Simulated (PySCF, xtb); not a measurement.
Zn(Br)(NH2) (BrH2NZn), SMILES [NH2][Zn][Br].

GFN2-xTB run with xtb at its own geometry gives an orbital gap of 3.61 eV and a dipole moment of 5.84 D.

Geometry optimised at B3LYP-D3(BJ)/def2-SVP. One conformer was computed; it need not be the lowest.

What does ωB97X/def2-TZVPD (PySCF) give? (Estimate from the structure and the level; the computed values follow.)

gap 10.61 eV (levels -9.90 and 0.70 eV), dipole 2.20 D.
